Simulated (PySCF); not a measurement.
A structure optimised at B3LYP-D3(BJ)/def2-SVP, used in a PySCF frequency run:

```xyz
6

O     -1.5712    -0.8520    -0.5040
Si    -0.2439    -0.1672     0.1576
F     -0.2324    -0.3650     1.7558
Cl     1.3899    -1.0957    -0.6195
Cl    -0.1839     1.8526    -0.1811
H     -2.4256    -0.4243    -0.3660
```

Task: Write its SMILES and formula.

Result: O[Si](F)(Cl)Cl, Cl2FHOSi

Task: What are its rotational constants (standard atomic weights)?

Result: 2.9171, 1.8943, 1.6278 GHz
